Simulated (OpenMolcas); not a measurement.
# Si+: effect of the basis set

```yaml
Program: OpenMolcas 26.06
Method: RASSCF
Active_space: 3 electrons in 9 orbitals (RAS2 3s 3p; RAS3 3d, at most 2 electrons)
State_averaging: 2S+1 = 4 odd, 1 root; 2S+1 = 2 odd, 8 roots; 2S+1 = 4 even, 3 roots; 2S+1 = 2 even, 9 roots
Spin-orbit_coupling: RASSI with atomic mean-field integrals over the reference wave functions, term energies averaged over their components
```

A. ANO-RCC-VTZP [5s4p2d1f], DKH2, point nucleus; cost about 15 core-seconds
B. ANO-R2 [5s4p3d1f], X2C, finite nucleus; cost about 13 core-seconds
C. ANO-RCC-VQZP [6s5p3d2f1g], DKH2, point nucleus; cost of the order of 14 core-seconds
D. ANO-RCC [8s7p5d4f2g], DKH2, point nucleus; cost about 30 core-seconds

Energies in cm-1 above 3s2 3p 2P* 1/2, the measured ground level; measured values from NIST Handbook of Basic Atomic Spectroscopic Data.

```tsv
Level	A	B	C	D	Measured
3s2 3p 2P* 1/2	0.0	0.0	0.0	0.0	0.0
3s2 3p 2P* 3/2	250	257	256	256	287
3s 3p2 4P 1/2	39102	39863	38927	38970	42824
3s 3p2 4P 3/2	39190	39953	39016	39060	42933
3s 3p2 4P 5/2	39335	40101	39163	39207	43108
3s 3p2 2D 3/2	54995	55907	54703	54657	55309
3s 3p2 2D 5/2	55001	55915	54710	54664	55325
3s 3p2 2S 1/2	78758	79067	78616	78599	76665
```

Deviations, from unrounded energies. A percentage is the sum of absolute deviations over the sum of measured energies, with the sign that they share, or ± where signs differ.

```json
{"Against measurement": "mean absolute deviation (cm-1)", "Levels": "7", "A": "2000", "B": "1800", "C": "2100", "D": "2100"}
{"Against measurement": "fine structure of the ground term (%)", "Levels": "1", "A": "-13.0", "B": "-10.5", "C": "-11.0", "D": "-10.7"}
{"Against measurement": "other configurations (%)", "Levels": "6", "A": "±4.4", "B": "±4.0", "C": "±4.7", "D": "±4.7"}
```

B lies closest to measurement on these levels and C furthest from it. The largest miss of B in the table is 3s 3p2 4P 5/2, by -3000 cm-1. The ranking rests on the paired levels alone, and a cruder setting can come out closer through cancelling errors.

Among A to D the level of the table that moves most is 3s 3p2 2D 5/2, by 1300 cm-1 (lowest in D, highest in B).

Without dynamic correlation excited terms often stand tens of per cent too high (terms of higher spin than the ground term too low), and those without a measured partner can miss by more than the paired ones. Some terms mix strongly with configurations of 3d, whose occupation reaches 0.26 (3s 3p2 2D) (figures for A; the like holds for B, C, D). The run also gave levels led by 3s 3p 3d, which use shells meant for correlation; these and all levels above them are left out (holds for A; C; D). Active for correlation alone: 3d; no level in the range computed is led by a configuration that fills it, so any true level of that kind is missing (holds for B). Measured partners are found by configuration, term and J. A level has none where our copy of the source lacks it or the pairing is in doubt (some pairs that miss far off the trend of their configuration count as doubtful), and it then counts in no deviation. Levels of configurations outside the active space are missing. Levels that lie high or do not pair safely by name in every column are left out.

* marks odd parity.
